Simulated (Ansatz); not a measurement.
System: C3H12OSi2 (charge 0, singlet). 
Geometry from a B3LYP-D3(BJ)/def2-TZVP (Ansatz, an electronic-structure program) optimisation:
SMILES: [SiH3]CO[SiH](C)C
```xyz
18

C     -2.3224    -0.0001     1.5634
Si    -1.3505    -0.5096     0.0591
C     -2.1106     0.1429    -1.5208
O      0.1809     0.0879     0.2709
C      1.2540    -0.1861    -0.6299
Si     2.8534     0.4702     0.1367
H     -3.3431    -0.3862     1.5142
H     -1.8591    -0.3814     2.4748
H     -2.3753     1.0879     1.6397
H     -1.2652    -1.9939    -0.0387
H     -1.5249    -0.1432    -2.3970
H     -3.1185    -0.2577    -1.6550
H     -2.1809     1.2328    -1.5013
H      1.3413    -1.2641    -0.8184
H      1.0778     0.2914    -1.6018
H      2.7417     1.9289     0.3639
H      3.1106    -0.2109     1.4259
H      3.9821     0.2051    -0.7909
```
Charge 0, spin multiplicity 1.

Dipole moments at this geometry, in debye (magnitudes).

```csv
level,program,dipole (D)
PBE/def2-TZVPD,Ansatz,1.23
revPBE/def2-TZVPD,Ansatz,1.22
r2SCAN/def2-TZVPD,Ansatz,1.22
B97M-V/def2-TZVPD,Ansatz,1.34
B3LYP/def2-TZVPD,Ansatz,1.20
PBE0/def2-TZVPD,Ansatz,1.23
LC-wPBE/def2-TZVPD,Ansatz,1.23
wB97X-V/def2-TZVPD,Ansatz,1.21
CCSD(T)/aug-cc-pV(D+d)Z,Ansatz,1.15
```
